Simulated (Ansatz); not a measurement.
`[AlH2][N]1C[SiH2]1` and `BN1C[SiH2]1` differ in one atom or group.

Ansatz, PBE0-D4/def2-TZVP geometries, multiplicity 1. 

```tsv
property	`[AlH2][N]1C[SiH2]1`
HOMO–LUMO gap (ωB97M-V/def2-TZVPP) / eV	10.21
size of the dipole moment (ωB97M-V/def2-TZVPP) / D	1.11
HOMO energy (ωB97M-V/def2-TZVPP) / eV	-9.52
LUMO energy (B3LYP/def2-TZVPP) / eV	-1.08
LUMO energy (ωB97M-V/def2-TZVPP) / eV	0.70
ideal-gas entropy at 298 K and 1 bar (rigid rotor, harmonic PBE0-D4/def2-TZVP) / J/(mol·K)	326
```

**Question.** Give the same properties after the change, and the shifts. (Estimate.)

**Answer.** The calculation gave: 
| property | `BN1C[SiH2]1` | shift |
| --- | --- | --- |
| HOMO–LUMO gap (ωB97M-V/def2-TZVPP) / eV | 11.62 | 1.41 |
| size of the dipole moment (ωB97M-V/def2-TZVPP) / D | 2.27 | 1.16 |
| HOMO energy (ωB97M-V/def2-TZVPP) / eV | -10.33 | -0.81 |
| LUMO energy (B3LYP/def2-TZVPP) / eV | -0.65 | 0.43 |
| LUMO energy (ωB97M-V/def2-TZVPP) / eV | 1.29 | 0.59 |
| ideal-gas entropy at 298 K and 1 bar (rigid rotor, harmonic PBE0-D4/def2-TZVP) / J/(mol·K) | 300 | -26 |

With PBE0 the HOMO falls by 0.80 eV and the LUMO rises by 0.47 eV, so the gap widens by about 1.27 eV. PBE moves the HOMO by -0.80 eV and ωB97M-V by -0.81 eV. Dipoles are sizes alone; their direction can turn.

B3LYP here is the variant with VWN-RPA as its local correlation; programs differ in this.
